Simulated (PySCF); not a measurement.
SMILES C(C)(C[SiH2]OC)C (GFN2-xTB optimised geometry):

```
21

C      0.676    -2.420     1.949
O      0.459    -1.166     1.381
Si     1.289    -0.463     0.176
C      0.459     1.230     0.000
C     -1.071     1.230     0.000
C     -1.621     0.469    -1.201
C     -1.601     2.664     0.000
H     -0.069    -2.572     2.731
H      0.577    -3.209     1.199
H      1.675    -2.482     2.386
H      2.709    -0.317     0.527
H      1.230    -1.281    -1.044
H      0.816     1.690    -0.923
H      0.803     1.874     0.811
H     -1.413     0.733     0.913
H     -1.311    -0.572    -1.168
H     -2.709     0.505    -1.211
H     -1.255     0.909    -2.128
H     -2.689     2.671     0.020
H     -1.240     3.209     0.869
H     -1.271     3.189    -0.895
```

Method: CAM-B3LYP/def2-SVP run with PySCF 2.14.0.

Problem. What are the frontier orbital energies and the dipole moment?

Solution. HOMO-2 -10.15 eV, HOMO-1 -9.42 eV, HOMO -9.29 eV, LUMO 2.19 eV, LUMO+1 2.64 eV; dipole moment 0.73 D.

On the same geometry PBE/def2-SVP (PySCF) gives HOMO-2 -7.21 eV, HOMO-1 -6.68 eV, HOMO -6.32 eV, LUMO 0.25 eV, LUMO+1 0.85 eV; dipole moment 0.59 D.

Meta-Löwdin charges at CAM-B3LYP/def2-SVP: C1 -0.06, O2 -0.61, Si3 0.88, C4 -0.41, C5 -0.02, C6 -0.29, C7 -0.28, H8 0.11, H9 0.09, H10 0.09, H11 -0.15, H12 -0.15, H13 0.09, H14 0.10, H15 0.08, H16 0.09, H17 0.09, H18 0.09, H19 0.09, H20 0.09, H21 0.09.
